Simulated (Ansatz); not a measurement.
A nudged elastic band was laid between two geometries of C₂H₄InN (8 atoms, charge 0, multiplicity 1).

The calculation used RKS PBE/def2-SVP in Ansatz.

```json
{"movable images": "7", "climbing image": "yes", "spring": "5.0 eV/Å²", "optimiser": "quadratic models (default)", "start path": "IDPP", "force threshold": "0.05 eV/Å", "iteration limit": "60", "end points": "relaxed"}
```

Image 0:

```xyz
8
Properties=species:S:1:pos:R:3
C 1.416 1.616 -1.591
C 0.838 1.063 -0.655
In -0.165 0.150 0.964
N -0.975 -1.649 0.479
H 1.926 2.099 -2.416
H -0.226 0.741 2.578
H -1.080 -1.941 -0.496
H -1.643 -2.136 1.081
```

Image 8:

```xyz
8
Properties=species:S:1:pos:R:3
C 1.552 1.520 -1.555
C 0.931 0.999 -0.628
In -0.104 0.107 0.982
N -1.321 -1.408 0.390
H 2.095 1.979 -2.372
H -0.070 0.630 2.621
H -1.751 -2.062 1.048
H -1.241 -1.823 -0.541
```

Question: What changes between the two ends?

Answer: No bond is made or broken. The dihedral C2–In3–N4–H8 goes from -168 to 14°. The two ends are copies of one structure, up to a mirror image or an exchange of like atoms.

Question: Give the energies along the band, and the barrier.

Answer: The forces met the threshold. The highest image is number 4 of 0 to 8, 7.7 kcal/mol above the ends, which have the same energy within 2 meV. A vibrational analysis at the climbing image gives one clearly imaginary mode, 304i cm⁻¹: a first-order saddle point.

```json
{"image": "0", "path coordinate (Å)": "0.00", "energy (kcal/mol)": "0.0", "dihedral C2–In3–N4–H8 (°)": "-168"}
{"image": "1", "path coordinate (Å)": "0.48", "energy (kcal/mol)": "1.0", "dihedral C2–In3–N4–H8 (°)": "-140"}
{"image": "2", "path coordinate (Å)": "0.95", "energy (kcal/mol)": "3.6", "dihedral C2–In3–N4–H8 (°)": "-111"}
{"image": "3", "path coordinate (Å)": "1.43", "energy (kcal/mol)": "6.5", "dihedral C2–In3–N4–H8 (°)": "-82"}
{"image": "4", "path coordinate (Å)": "1.91", "energy (kcal/mol)": "7.7", "dihedral C2–In3–N4–H8 (°)": "-55"}
{"image": "5", "path coordinate (Å)": "2.38", "energy (kcal/mol)": "6.5", "dihedral C2–In3–N4–H8 (°)": "-30"}
{"image": "6", "path coordinate (Å)": "2.86", "energy (kcal/mol)": "3.6", "dihedral C2–In3–N4–H8 (°)": "-10"}
{"image": "7", "path coordinate (Å)": "3.33", "energy (kcal/mol)": "1.0", "dihedral C2–In3–N4–H8 (°)": "6"}
{"image": "8", "path coordinate (Å)": "3.81", "energy (kcal/mol)": "0.0", "dihedral C2–In3–N4–H8 (°)": "14"}
```

Question: What is the geometry of the highest image?

Answer: 
```xyz
8
Properties=species:S:1:pos:R:3
C 0.653 2.003 -1.535
C 0.485 1.240 -0.581
In 0.170 -0.116 1.034
N -0.778 -1.958 0.657
H 0.801 2.674 -2.373
H 0.684 0.282 2.638
H -0.242 -2.429 -0.092
H -1.681 -1.752 0.196
```

Question: What are the harmonic wavenumbers there?

Answer: 304i, 91, 157, 237, 370, 389, 477, 518, 668, 674, 707, 785, 1491, 1766, 2033, 3354, 3379, 3439 cm⁻¹.

Run time: 3.3 min on 1 CPU thread of a shared host.
